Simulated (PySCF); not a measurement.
Job file and geometry (Å, from PBE0-D3(BJ)/def2-SVP) of a spin–spin coupling run on SMILES N#C[C@H]1CCOBO1, C₄H₆BNO₂, B3LYP/pcJ-1 indirect spin-spin coupling, non-relativistic, gas phase (PySCF 2.14.0, density-fitted response routines); density fitting, a coarse starting grid and PySCF grid level 2 are the driver's defaults:

```
$ OMP_NUM_THREADS=1 python probes_run.py task.json out

{"job": {"kind": "j", "xc": "B3LYP", "basis": "pcJ-1"}, "charge": 0, "multiplicity": 1}
N     -1.280813     2.137595    -1.659821
C     -1.078468     1.503732    -0.714088
C     -0.818520     0.658646     0.465479
C     -0.722556    -0.814523     0.067196
C      0.562410    -1.046625    -0.702802
O      1.677948    -0.565094     0.017841
B      1.546147     0.468791     0.880859
O      0.349975     1.091964     1.119127
H     -1.662344     0.809394     1.159106
H     -0.724628    -1.415742     0.990465
H     -1.598842    -1.109740    -0.528864
H      0.718938    -2.118913    -0.892104
H      0.520955    -0.540754    -1.683585
H      2.509350     0.860163     1.484672
```

Q: Write the output of this run.

A: 
```
coarse grid: 12384 points
cycle   1  E = -385.9240100220  dE =  1.202e+00  |g| = 9.433e-01  |ddm| = 3.226e+00
cycle   2  E = -385.5427790244  dE =  3.812e-01  |g| = 1.695e+00  |ddm| = 1.793e+00
cycle   3  E = -386.0625300819  dE = -5.198e-01  |g| = 3.246e-01  |ddm| = 1.271e+00
cycle   4  E = -386.0814009268  dE = -1.887e-02  |g| = 1.248e-01  |ddm| = 2.497e-01
cycle   5  E = -386.0843748619  dE = -2.974e-03  |g| = 2.448e-02  |ddm| = 8.953e-02
cycle   6  E = -386.0844930673  dE = -1.182e-04  |g| = 6.807e-03  |ddm| = 2.006e-02
cycle   7  E = -386.0845019493  dE = -8.882e-06  |g| = 1.769e-03  |ddm| = 5.188e-03
final grid: 121680 points
cycle   8  E = -386.1670612032  dE = -1.777e-04  |g| = 6.758e-03  |ddm| = 2.539e-02
cycle   9  E = -386.1670522187  dE =  8.984e-06  |g| = 9.448e-03  |ddm| = 9.594e-03
cycle  10  E = -386.1670686132  dE = -1.639e-05  |g| = 1.448e-03  |ddm| = 6.051e-03
cycle  11  E = -386.1670688119  dE = -1.988e-07  |g| = 9.172e-04  |ddm| = 1.402e-03
cycle  12  E = -386.1670689744  dE = -1.624e-07  |g| = 2.859e-04  |ddm| = 7.012e-04
cycle  13  E = -386.1670689903  dE = -1.594e-08  |g| = 4.835e-05  |ddm| = 1.906e-04
cycle  14  E = -386.1670689907  dE = -4.287e-10  |g| = 2.049e-05  |ddm| = 4.479e-05
converged SCF energy = -386.1670689907

Indirect spin-spin couplings (Hz)
  i      j    bonds     total        FC       PSO       DSO        SD
  0 N    1 C    1    -17.199   -10.158    -0.181    -0.010    -6.851
  0 N    2 C    2      3.180     3.082     0.194     0.051    -0.147
  0 N    3 C    3     -0.492    -0.536     0.028     0.025    -0.009
  0 N    7 O    3      0.173     0.335    -0.059    -0.016    -0.087
  0 N    8 H    3     -1.585    -1.260    -0.507     0.184    -0.003
  0 N    9 H    4     -0.407    -0.393    -0.217     0.174     0.029
  1 C    2 C    1     70.623    71.925    -1.626     0.323         -
  1 C    3 C    2     -0.409    -0.398    -0.081     0.070         -
  1 C    4 C    3      1.636     1.638    -0.060     0.058         -
  1 C    6 B    3      0.305     0.287     0.022    -0.010     0.006
  1 C    7 O    2     -3.122    -3.501     0.414    -0.034         -
  1 C    8 H    2     -7.701    -7.707    -0.109     0.114         -
  1 C    9 H    3     11.357    11.299     0.393    -0.334         -
  1 C   10 H    3      2.137     2.055    -0.163     0.245         -
  1 C   11 H    4     -0.221    -0.228     0.246    -0.239         -
  1 C   12 H    4     -0.185    -0.248    -0.371     0.435         -
  1 C   13 H    4     -0.560    -0.567     0.205    -0.198         -
  2 C    3 C    1     34.810    35.180    -0.667     0.296         -
  2 C    4 C    2     -2.672    -2.657    -0.080     0.066         -
  2 C    5 O    3     -1.991    -2.111     0.123    -0.003         -
  2 C    6 B    2     -2.464    -2.373    -0.037    -0.031    -0.022
  2 C    7 O    1     20.756    21.811    -0.896    -0.159         -
  2 C    8 H    1    162.638   161.758    -0.351     1.231         -
  2 C    9 H    2     -2.991    -2.915    -0.197     0.121         -
  2 C   10 H    2     -1.347    -1.371    -0.043     0.068         -
  2 C   11 H    3      7.869     7.896     0.347    -0.374         -
  2 C   12 H    3      3.360     3.362    -0.119     0.116         -
  2 C   13 H    3      6.592     6.637     0.383    -0.428         -
  3 C    4 C    1     35.481    36.055    -0.838     0.263         -
  3 C    5 O    2      0.375     0.109     0.275    -0.009         -
  3 C    6 B    3      6.021     6.179    -0.161     0.026    -0.022
  3 C    7 O    2     -0.020    -0.144     0.134    -0.010         -
  3 C    8 H    2     -3.515    -3.442    -0.059    -0.014         -
  3 C    9 H    1    138.519   136.848     0.668     1.003         -
  3 C   10 H    1    138.604   136.958     0.686     0.960         -
  3 C   11 H    2     -1.000    -0.903    -0.027    -0.070         -
  3 C   12 H    2     -1.872    -1.814    -0.036    -0.022         -
  3 C   13 H    4     -0.783    -0.738     0.280    -0.325         -
  4 C    5 O    1     20.150    21.517    -1.230    -0.136         -
  4 C    6 B    2     -2.230    -2.103    -0.036    -0.058    -0.033
  4 C    7 O    3     -1.972    -2.108     0.133     0.002         -
  4 C    8 H    3      5.784     5.814     0.374    -0.404         -
  4 C    9 H    2     -4.543    -4.460    -0.070    -0.013         -
  4 C   10 H    2     -0.346    -0.348     0.020    -0.018         -
  4 C   11 H    1    157.077   156.190    -0.111     0.999         -
  4 C   12 H    1    150.848   149.901    -0.125     1.072         -
  4 C   13 H    3      5.446     5.502     0.411    -0.468         -
  5 O    6 B    1     -0.550    -5.933     5.813    -0.163    -0.266
  5 O    9 H    3     -0.755    -0.571    -0.187     0.003         -
  5 O   10 H    3     -2.527    -2.680    -0.101     0.254         -
  5 O   11 H    2     -9.427    -8.880    -0.601     0.054         -
  5 O   12 H    2     -4.830    -4.245    -0.643     0.057         -
  5 O   13 H    2    -28.877   -29.400     0.461     0.062         -
  6 B    7 O    1      2.796    -2.184     5.294    -0.171    -0.143
  6 B    8 H    3      3.806     3.794     0.658    -0.663     0.017
  6 B    9 H    4     -0.350    -0.260    -0.124     0.043    -0.010
  6 B   10 H    4     -1.011    -0.868     0.449    -0.568    -0.024
  6 B   11 H    3      4.163     4.155     0.703    -0.711     0.017
  6 B   12 H    3      0.556     0.681     0.213    -0.322    -0.016
  6 B   13 H    1    195.371   194.995    -1.351     1.290     0.437
  7 O    8 H    2     -8.850    -8.280    -0.590     0.019         -
  7 O    9 H    3     -0.308    -0.107    -0.198    -0.003         -
  7 O   10 H    3     -1.256    -1.394    -0.117     0.255         -
  7 O   13 H    2    -31.792   -32.258     0.432     0.033         -
  8 H    9 H    3      6.094     6.124    -0.327     0.297         -
  8 H   10 H    3      1.611     1.666     0.242    -0.296         -
  8 H   11 H    4      1.909     1.968     1.685    -1.743         -
  8 H   12 H    4     -0.374    -0.283     1.584    -1.675         -
  8 H   13 H    4     -0.849    -0.769     1.501    -1.581         -
  9 H   10 H    2    -15.639   -15.798     2.020    -1.861         -
  9 H   11 H    3      5.344     5.413    -0.014    -0.055         -
  9 H   12 H    3     14.244    14.349     2.508    -2.614         -
  9 H   13 H    5      0.354     0.460     0.767    -0.872         -
 10 H   11 H    3      1.557     1.632     0.331    -0.406         -
 10 H   12 H    3      3.109     3.135    -0.066     0.041         -
 10 H   13 H    5      2.129     2.243     1.572    -1.686         -
 11 H   12 H    2    -14.053   -14.110     1.877    -1.820         -
 11 H   13 H    4     -0.788    -0.693     1.550    -1.646         -
 12 H   13 H    4     -1.066    -0.949     1.338    -1.456         -
```

Size and cost of the density-fitted run: 276 basis functions, 64 s wall time on 1 thread of an Arm Neoverse V1, shared host; peak memory 1.1 GiB.
